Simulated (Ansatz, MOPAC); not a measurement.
Pair of molecules: HF (SMILES F) (first 2 atoms) with H2S (SMILES S); geometry from B3LYP-D3(BJ)/def2-TZVP, rigid monomers moved along the line of their centres of mass till H2···S3 is 3.14 Å.
(charge 0, multiplicity 1):
```csv
atom,x (Å),y (Å),z (Å)
F,-0.3220,1.2299,0.1026
H,-0.0385,0.6519,0.7866
S,0.6341,-1.2610,3.1818
H,0.0560,-0.4563,4.0894
H,-0.4847,-1.9867,3.0181
```

Counterpoise-corrected where a basis set is named; no monomer relaxation.

Cores are frozen in the correlated methods. The state that AM1, PM7 reach isn't checked; PM7 holds dispersion and hydrogen-bond terms.

Codes used: Ansatz (an electronic-structure program) with Gaussian orbitals; MOPAC for AM1, PM7 (differences of heats of formation). Values without a source in brackets are computed.

Question: Estimate the interaction energy that AM1 returns for this input.

Answer: -51 meV

Question: Give the interaction energy at the level PM7.

Answer: -45 meV

Question: Predict the interaction energy from SCS-MP2/aug-cc-pV(T+d)Z.

Answer: -110 meV
